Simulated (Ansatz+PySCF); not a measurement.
# singlet NaI: levels of theory in one basis

```xyz
2

Na    0.0000    0.0000   -2.2538
I     0.0000    0.0000    0.4678
```

Basis set: def2-SVP (spherical functions, with the set's core potentials past Kr). Left uncorrelated: 5 orbitals. Charge 0, multiplicity 1.

Computed with Ansatz (development build ahead of 0.2.0); each method stands on the lowest determinant of its kind that the runs found. NEVPT2 correlates all electrons outside the core potentials. Active spaces start from the frontier orbitals, and the lowest solution found is given.

```
        method  E − E(RHF) (eV)  <S²> of the determinant
           RHF             0.00                     0.00
       RHF-MP2            -3.37                        –
      RHF-CCSD            -3.57                        –
   CASSCF(2,2)            -0.15                        –
SC-NEVPT2(2,2)            -3.80                        –
```

What does RHF-CCSD(T) give on the same scale?

-3.62 eV.

Is a single determinant a sound starting point here?

By this sign, yes. Unrestricted orbitals gain 0.00 eV and <S²> is 0.00 against 0.00 for a pure state. The CASSCF(2,2) natural occupations are 1.99, 0.01.

Caution for CASSCF(2,2): other starts end on other solutions of this active space.
